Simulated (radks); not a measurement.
The mean radii <r> (bohr) of the occupied orbitals of an atom or ion are listed with their occupations. Calculated with a radial shooting solver on a logarithmic mesh with Libxc functionals: Dirac Kohn-Sham, PBE, spin-unpolarised, spherical densities, finite nucleus; Fermi nuclear charge, rms radius of each element as measured or else 0.836 A^(1/3) + 0.57 fm.

orbital      occ.      <r>
1s1/2           2  0.01659
2s1/2           2  0.06928
2p1/2           2  0.05694
2p3/2           4  0.06562
3s1/2           2   0.1795
3p1/2           2   0.1698
3p3/2           4   0.1853
3d3/2           4   0.1613
3d5/2           6   0.1660
4s1/2           2   0.3786
4p1/2           2   0.3769
4p3/2           4   0.4034
4d3/2           4   0.3968
4d5/2           6   0.4044
4f5/2    0.857143   0.3803
4f7/2     1.14286   0.3836

Name the element and its charge. Open shells, if any, are shared by 2j + 1.

Answer. Z = 80, mercury, charge +32: Hg32+ in [Kr] 4d10 4f2. The 1s radius gives Z: for a bare nucleus <r> = (2 gamma + 1)/(2Z) with gamma = sqrt(1 - (Z/c)^2), 0.0164 bohr for Z = 80, and screening makes it slightly larger (0.01659 here). The occupations add up to 48, and the charge is Z minus that.
